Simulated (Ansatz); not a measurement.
CH₄O₃W (`[CH3][W](=[O])(=[O])[OH]`) at its PBE0-D4/def2-TZVP geometry, where that method's forces vanish. Charge 0, multiplicity 1. W: def2 effective core potential.

```json
{"atom": "C1", "x (Å)": "1.346", "y (Å)": "0.211", "z (Å)": "0.046"}
{"atom": "W2", "x (Å)": "-0.690", "y (Å)": "-0.244", "z (Å)": "0.358"}
{"atom": "O3", "x (Å)": "-0.777", "y (Å)": "-1.945", "z (Å)": "0.354"}
{"atom": "O4", "x (Å)": "-1.046", "y (Å)": "0.348", "z (Å)": "1.916"}
{"atom": "O5", "x (Å)": "-1.721", "y (Å)": "0.584", "z (Å)": "-0.978"}
{"atom": "H6", "x (Å)": "1.960", "y (Å)": "-0.239", "z (Å)": "0.829"}
{"atom": "H7", "x (Å)": "1.672", "y (Å)": "-0.178", "z (Å)": "-0.922"}
{"atom": "H8", "x (Å)": "1.488", "y (Å)": "1.295", "z (Å)": "0.071"}
{"atom": "H9", "x (Å)": "-2.232", "y (Å)": "0.167", "z (Å)": "-1.674"}
```

**Question.** For each bond, give half the difference of the two atoms' forces along it (eV/Å; positive pushes the atoms apart) under PBE-D4, r2SCAN-D4, B3LYP-D4, ωB97M-V in def2-TZVPP. (Estimate.)

**Answer.** Ansatz gave: 
| bond | length (Å) | PBE-D4 | r2SCAN-D4 | B3LYP-D4 | ωB97M-V |
| --- | --- | --- | --- | --- | --- |
| C1–W2 | 2.109 | -0.30 | -0.16 | 0.10 | 0.17 |
| C1–H6 | 1.092 | 0.11 | -0.01 | -0.08 | -0.05 |
| C1–H7 | 1.094 | 0.11 | -0.02 | -0.08 | -0.07 |
| C1–H8 | 1.094 | 0.10 | -0.02 | -0.08 | -0.07 |
| W2–O3 | 1.703 | 0.77 | 0.38 | 0.32 | -0.27 |
| W2–O4 | 1.704 | 0.85 | 0.42 | 0.32 | -0.29 |
| W2–O5 | 1.880 | -0.11 | -0.02 | 0.09 | 0.18 |
| O5–H9 | 0.959 | 0.30 | -0.02 | -0.07 | -0.05 |

B3LYP here is the variant with VWN-RPA as its local correlation; programs differ in this.
